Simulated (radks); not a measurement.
Values are calculated unless marked as measured or tabulated.
Charge is removed step by step from the 6s up level of Pt, starting from [Xe] 4f14 5d9 6s(up 1, down 0). Level of theory: scalar-relativistic Kohn-Sham, PBEsol, spin-polarised, spherical densities, finite nucleus; open shells are filled with parallel spins first (spin-orbit coupling, left out, can overturn this in heavy ions); Fermi nuclear charge, rms radius 5.427 fm (a radial shooting solver on a logarithmic mesh with Libxc functionals).

removed (e)  E - E(0) (eV)  eigenvalue (eV)  E minus straight line (eV)
0                    0.000           -6.132                       0.000
0.125                0.818           -6.967                      -0.376
0.25                 1.741           -7.813                      -0.647
0.375                2.771           -8.669                      -0.811
0.5                  3.908           -9.534                      -0.868
0.625                5.154          -10.407                      -0.816
0.75                 6.509          -11.288                      -0.655
0.875                7.975          -12.175                      -0.383
1                    9.552          -13.068                       0.000

Removing the whole electron costs 9.552 eV by Delta-SCF, against 6.132 eV from minus the eigenvalue at the starting occupation. Slater's transition state (half an electron removed) gives 9.534 eV. Integrating minus the eigenvalue over the occupation (Janak's theorem) gives 9.556 eV. In this scalar-relativistic scheme the density is built from large components alone, so the theorem holds only approximately. The mean slope of the eigenvalue, de/dn, is 6.94 eV per electron. Ionisation energy of Pt in the NIST Atomic Spectra Database: 8.959 eV (measured).
